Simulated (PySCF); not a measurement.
From computed data to an observable: oscillator strength and radiative lifetime

Ti(F)2(OH)2 (F₂H₂O₂Ti), SMILES [F][Ti]([F])([OH])[OH], multiplicity 1.

Coordinates come from a B3LYP-D3(BJ)/def2-SVP optimisation. The spin state was assumed, not searched. The structure was generated by enumeration; whether it is a known compound was not checked. The values are those of a single conformer.

PySCF with TDA-ωB97X/def2-SVPD puts the first singlet state with f over 0.02 at 6.82 eV (vertical), with the transition dipole (-0.074, 0.278, 0.219) in atomic units.

Question: Find the oscillator strength, the wavelength and the radiative lifetime that this transition would have in vacuum if emission retraced absorption.

Answer: 
|μ|² = 0.1307 au, so |μ| = 0.92 D. ΔE = 6.82/27.211 = 0.2506 hartree. f = (2/3) ΔE |μ|² = 0.022 (the program prints 0.022).
λ = 1239.84/6.82 = 182 nm; ν = 55007 cm⁻¹.
Einstein's coefficient A = 0.6670 ν² f s⁻¹ (ν in cm⁻¹) = 4.4e7 s⁻¹, so τ = 1/A = 23 ns. This state is S6; the lower singlets have f = 0.001, 0.001, 0.003, 0.003, 0.008. The figure is the radiative limit of this one transition; relaxation, internal conversion, crossing to triplets and a medium change what is measured.
